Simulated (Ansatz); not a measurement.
Two isomers of C2H9FSi2: A = `CC(F)[SiH2][SiH3]`, B = `CC[SiH2][SiH2]F`.

Gas-phase electronic energies from Ansatz, PBE0-D4/def2-TZVP geometries. CCSD(T)/CBS adds triple-zeta CCSD(T) − MP2 to the extrapolated MP2 energy (def2 sets, frozen cores). Functionals use def2-TZVPP. B3LYP here is the variant with VWN-RPA as its local correlation; programs differ in this. Each species was taken in one conformer, which may not be the lowest.

**Question.** Which is lower in electronic energy at CCSD(T)/CBS, and by how much? (Best estimate.)

**Answer.** Computed: B, by 212.0 kJ/mol.

**Question.** Give E(B) − E(A) in kJ/mol with MP2/def2-TZVPP, PBE0-D4, B3LYP, HF/def2-TZVPP, B2PLYP, ωB97M-V, CCSD(T)/def2-TZVPP. (Best estimate.)

**Answer.** Ansatz gave: MP2/def2-TZVPP -220.1, PBE0-D4 -199.9, B3LYP -203.4, HF/def2-TZVPP -213.3, B2PLYP -209.5, ωB97M-V -204.0, CCSD(T)/def2-TZVPP -207.6. None reverses the order clearly.

Largest T1 diagnostic: 0.012.

From PBE to PBE0 (25 % exact exchange), in def2-TZVPP and without D4, E(B) − E(A) moves by −7.4 kJ/mol.
